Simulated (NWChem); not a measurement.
# C3H7B; SMILES BCC=C

```xyz
11

B      0.2105     1.9512     0.2723
C     -0.4385     0.6285    -0.2271
C      0.3634    -0.6367    -0.2186
C     -0.0684    -1.8265     0.2353
H     -0.5308     1.0048    -1.2944
H     -1.4896     0.4761     0.0945
H      1.4011    -0.5501    -0.5905
H     -1.0930    -1.9586     0.6222
H      0.5876    -2.7105     0.2430
H     -0.4898     2.9114     0.5385
H      1.4227     2.0795     0.2882
```
Atoms are numbered in this order, from 1.

All runs use the structure optimised with PBE-D3(BJ)/def2-SVP.

Problem. List the 4 lowest vertical singlet excitations from CAM-B3LYP/6-31+G* (spherical d), full TDDFT (NWChem).

Solution. 
```tsv
state	energy (eV)	oscillator strength	leading excitation (squared amplitude)
S1	5.25	0.015	HOMO → LUMO (0.89)
S2	6.15	0.001	HOMO−1 → LUMO (0.84)
S3	6.54	0.047	HOMO → LUMO+1 (0.81)
S4	6.96	0.319	HOMO → LUMO+2 (0.84)
```
